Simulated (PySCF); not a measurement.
Method: B3LYP-D3(BJ)/def2-TZVP (PySCF 2.14.0). Isolated molecules, 0 K electronic values unless said otherwise. One relaxed conformer stands for a flexible species; it need not be the lowest. B3LYP has the VWN-RPA correlation part, as in Gaussian. Delta-SCF ions had no search for a lower state. Excitations are Tamm–Dancoff values on a coarser integration grid. The basis has no diffuse functions, so Rydberg states are missing or too high.

Reference species (SMILES): `[SH][AlH2]` (neutral, multiplicity 1).

```yaml
vertical ionisation energy (Delta-SCF): 10.24 eV
HOMO–LUMO gap: 5.96 eV
T1 excitation (TDA): 4.52 eV
LUMO: -1.61 eV
```

Changed species: `SS` (H–S–S–H torsion 90°) (X = mercapto; the reference has X = AlH2).

Q: Predict the effect on the vertical ionisation energy (Delta-SCF), HOMO–LUMO gap, T1 excitation (TDA) and LUMO.

A: the vertical ionisation energy (Delta-SCF) falls by 0.32 eV, to 9.92 eV; the HOMO–LUMO gap rises by 0.02 eV, to 5.98 eV; the T1 excitation (TDA) falls by 0.56 eV, to 3.96 eV; the LUMO rises by 0.30 eV, to -1.31 eV.
